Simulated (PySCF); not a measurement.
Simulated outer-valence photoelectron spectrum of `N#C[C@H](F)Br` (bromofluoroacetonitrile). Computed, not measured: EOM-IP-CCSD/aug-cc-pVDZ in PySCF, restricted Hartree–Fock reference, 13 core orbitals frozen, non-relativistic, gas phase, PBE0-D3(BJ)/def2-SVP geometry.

Each root has a Gaussian of 0.4 eV full width with its one-hole share as area; cross sections and vibrations are left out, and the highest printed point is 100.

```json
{"ionisation energy (eV)": "11.0", "intensity": "0"}
{"ionisation energy (eV)": "11.2", "intensity": "8"}
{"ionisation energy (eV)": "11.4", "intensity": "52"}
{"ionisation energy (eV)": "11.6", "intensity": "100"}
{"ionisation energy (eV)": "11.8", "intensity": "68"}
{"ionisation energy (eV)": "12.0", "intensity": "15"}
{"ionisation energy (eV)": "12.2", "intensity": "1"}
{"ionisation energy (eV)": "12.4", "intensity": "0"}
{"ionisation energy (eV)": "12.6", "intensity": "4"}
{"ionisation energy (eV)": "12.8", "intensity": "29"}
{"ionisation energy (eV)": "13.0", "intensity": "57"}
{"ionisation energy (eV)": "13.2", "intensity": "30"}
{"ionisation energy (eV)": "13.4", "intensity": "25"}
{"ionisation energy (eV)": "13.6", "intensity": "89"}
{"ionisation energy (eV)": "13.8", "intensity": "98"}
{"ionisation energy (eV)": "14.0", "intensity": "28"}
{"ionisation energy (eV)": "14.2", "intensity": "4"}
{"ionisation energy (eV)": "14.4", "intensity": "21"}
{"ionisation energy (eV)": "14.6", "intensity": "55"}
{"ionisation energy (eV)": "14.8", "intensity": "36"}
{"ionisation energy (eV)": "15.0", "intensity": "13"}
{"ionisation energy (eV)": "15.2", "intensity": "39"}
{"ionisation energy (eV)": "15.4", "intensity": "53"}
{"ionisation energy (eV)": "15.6", "intensity": "19"}
{"ionisation energy (eV)": "15.8", "intensity": "2"}
{"ionisation energy (eV)": "16.0", "intensity": "0"}
{"ionisation energy (eV)": "16.2", "intensity": "0"}
{"ionisation energy (eV)": "16.4", "intensity": "0"}
{"ionisation energy (eV)": "16.6", "intensity": "0"}
{"ionisation energy (eV)": "16.8", "intensity": "0"}
{"ionisation energy (eV)": "17.0", "intensity": "0"}
{"ionisation energy (eV)": "17.2", "intensity": "0"}
{"ionisation energy (eV)": "17.4", "intensity": "2"}
{"ionisation energy (eV)": "17.6", "intensity": "23"}
{"ionisation energy (eV)": "17.8", "intensity": "55"}
{"ionisation energy (eV)": "18.0", "intensity": "33"}
{"ionisation energy (eV)": "18.2", "intensity": "5"}
{"ionisation energy (eV)": "18.4", "intensity": "0"}
```

Problem. Where are the maxima, and how many lines lie under the curve?

Solution. 6 maxima, at 11.6, 13.0, 13.7, 14.6, 15.3 and 17.8 eV, from 8 lines. At this width some lines have no maximum of their own.

Problem. List the lines with their holes.

Solution. 
| E (eV) | leading hole (HF orbital) | area | Koopmans (eV) |
| --- | --- | --- | --- |
| 11.54 | HOMO | 0.96 | 12.21 |
| 11.71 | HOMO-1 | 0.96 | 12.36 |
| 13.00 | HOMO-2 | 0.96 | 13.38 |
| 13.69 | HOMO-5 | 0.94 | 16.22 |
| 13.74 | HOMO-3 | 0.94 | 13.92 |
| 14.64 | HOMO-4 | 0.94 | 15.53 |
| 15.35 | HOMO-6 | 0.94 | 17.81 |
| 17.82 | HOMO-7 | 0.94 | 20.28 |

The widest gap, 2.47 eV, lies between 15.35 and 17.82 eV. Only orbitals with −ε under 21 eV, eight at most, were ionised, so the high end of the curve may lack lines.
